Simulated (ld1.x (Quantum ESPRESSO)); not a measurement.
# Reading a pseudo-wave (phosphorus (P))

Columns: radius, all-electron u(r) and pseudo u(r) of the 3s shell (level -33.92 eV) of phosphorus in the configuration [Ne] 3s2 3p1; LDA (PZ), non-relativistic, RRKJ scheme, ld1.x (Quantum ESPRESSO) 7.5.

```json
{"r (bohr)": "0.082", "all-electron": "0.1832", "pseudo": "0.0272"}
{"r (bohr)": "0.165", "all-electron": "-0.0912", "pseudo": "0.0558"}
{"r (bohr)": "0.248", "all-electron": "-0.3201", "pseudo": "0.0865"}
{"r (bohr)": "0.330", "all-electron": "-0.4121", "pseudo": "0.1200"}
{"r (bohr)": "0.413", "all-electron": "-0.3888", "pseudo": "0.1582"}
{"r (bohr)": "0.495", "all-electron": "-0.2898", "pseudo": "0.2014"}
{"r (bohr)": "0.578", "all-electron": "-0.1476", "pseudo": "0.2515"}
{"r (bohr)": "0.660", "all-electron": "0.0094", "pseudo": "0.3080"}
{"r (bohr)": "0.742", "all-electron": "0.1662", "pseudo": "0.3714"}
{"r (bohr)": "0.825", "all-electron": "0.3140", "pseudo": "0.4415"}
{"r (bohr)": "0.908", "all-electron": "0.4451", "pseudo": "0.5154"}
{"r (bohr)": "0.990", "all-electron": "0.5552", "pseudo": "0.5887"}
{"r (bohr)": "1.072", "all-electron": "0.6455", "pseudo": "0.6581"}
{"r (bohr)": "1.155", "all-electron": "0.7173", "pseudo": "0.7202"}
{"r (bohr)": "1.238", "all-electron": "0.7705", "pseudo": "0.7703"}
{"r (bohr)": "1.320", "all-electron": "0.8066", "pseudo": "0.8062"}
{"r (bohr)": "1.402", "all-electron": "0.8282", "pseudo": "0.8281"}
{"r (bohr)": "1.485", "all-electron": "0.8373", "pseudo": "0.8373"}
{"r (bohr)": "1.568", "all-electron": "0.8354", "pseudo": "0.8354"}
{"r (bohr)": "1.650", "all-electron": "0.8246", "pseudo": "0.8246"}
{"r (bohr)": "1.733", "all-electron": "0.8063", "pseudo": "0.8063"}
{"r (bohr)": "1.815", "all-electron": "0.7824", "pseudo": "0.7824"}
{"r (bohr)": "1.898", "all-electron": "0.7537", "pseudo": "0.7537"}
{"r (bohr)": "1.980", "all-electron": "0.7220", "pseudo": "0.7220"}
{"r (bohr)": "2.062", "all-electron": "0.6879", "pseudo": "0.6879"}
{"r (bohr)": "2.145", "all-electron": "0.6520", "pseudo": "0.6520"}
```

Task: How many radial nodes do the two functions have?

Result: The all-electron 3s function has n − l − 1 = 2; the pseudo-wave has 0, since the states of the same l below it are removed with the core.

Task: At about which radius was the pseudo-wave matched?

Result: 1.60 bohr. The columns agree to 0.0005 from 1.24 bohr on; several derivatives are matched, so the curves merge somewhat inside the radius.

Task: Is the pseudo-wave norm-conserving?

Result: Yes: the RRKJ scheme keeps the norm inside the radius equal to the all-electron one, which fixes the energy derivative of the logarithmic derivative at the level.
